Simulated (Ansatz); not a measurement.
C$_{7}$H$_{5}$N, charge +1, doublet, at a GFN2-xTB geometry (a state made from the parent by changing its charge; the spin is typed, not shown lowest); CAM-B3LYP/aug-cc-pVDZ (Ansatz, a quantum-chemistry and plane-wave program).

The Ansatz input:
Ansatz 0.2 input:
```yaml
crystal:
  periodic: [false, false, false]
  atoms:
    - {symbol: N, position_ang: [3.09447207, 0.54569994, 0.08552880]}
    - {symbol: C, position_ang: [1.97027113, 0.34405098, 0.09827211]}
    - {symbol: C, position_ang: [0.58290560, 0.10911407, -0.06534538]}
    - {symbol: C, position_ang: [-0.29752988, 1.20037873, 0.01070762]}
    - {symbol: C, position_ang: [-1.64940850, 0.93943794, 0.12467921]}
    - {symbol: C, position_ang: [-2.09840019, -0.37517664, 0.00812351]}
    - {symbol: C, position_ang: [-1.22169602, -1.45682642, -0.06125818]}
    - {symbol: C, position_ang: [0.13389680, -1.21669448, -0.17684443]}
    - {symbol: H, position_ang: [0.07376209, 2.21515404, 0.03562928]}
    - {symbol: H, position_ang: [-2.34191656, 1.75993276, 0.25167831]}
    - {symbol: H, position_ang: [-3.15939126, -0.55266667, -0.14507906]}
    - {symbol: H, position_ang: [-1.58608738, -2.47460941, -0.07689969]}
    - {symbol: H, position_ang: [0.83209500, -2.03341530, -0.29403714]}
basis:
  gaussian:
    orbitals: aug-cc-pVDZ
    point_charges:
      - {charge: 1.0, position_ang: [-3.9036, -5.2250, 2.1862]}
hamiltonian:
  xc: cam_b3lyp
total_charge: 1
magnetization: {spin_polarized: true, initial_magnetization: 1}
```

What the program printed (banner, timings and long lists left out):

```
Functional definition: CAM-B3LYP
2130 factors; their error is unknown
1095 factors; integrals over basis functions are off by at most 2.4e-6 eV
mean field evaluation 1: about -8804.3766 eV, gradient 4.3e1 eV
mean field evaluation 2: about -8807.8417 eV, gradient 3.5e1 eV
mean field evaluation 4: about -8813.7066 eV, gradient 2.9e0 eV
mean field evaluation 8: about -8813.7503 eV, gradient 3.0e-1 eV
mean field evaluation 16: about -8813.7341 eV, gradient 5.7e-3 eV
mean field evaluation 32: about -8813.7341 eV, gradient 5.1e-5 eV
mean field -8813.73414958 eV, -323.8987558335 hartree, gradient 1.2e-5 eV, S^2 0.782036; 2 other end points of the search recorded, 0 dependent functions left out
reference -8813.73433674 eV, -323.8987627116 hartree; 27, 26 occupied and 202, 203 virtual orbitals, 2130 factors
Total energy: -8813.73433674 eV, -323.8987627116 hartree
```
